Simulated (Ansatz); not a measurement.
Ansatz results at the PBE0-D4/def2-TZVP geometry: HOMO energy (PBE0/def2-TZVPP) -10.39 eV; size of the dipole moment (B3LYP/def2-TZVPP) 2.53 D; LUMO energy (B3LYP/def2-TZVPP) -1.71 eV.

(1) Which molecule gave them?
A. `[OH][Ga]([Cl])[Cl]`
B. `[NH2][Ga]([OH])[OH]`
C. `[Cl][GaH][Br]`
D. `[F][GaH][F]`

Results:

(1) D. The others give `[OH][Ga]([Cl])[Cl]`: -9.41, 1.41, -1.91; `[Cl][GaH][Br]`: -8.64, 1.55, -2.06; `[NH2][Ga]([OH])[OH]`: -7.58, 2.12, -0.85.

B3LYP here is the variant with VWN-RPA as its local correlation; programs differ in this.
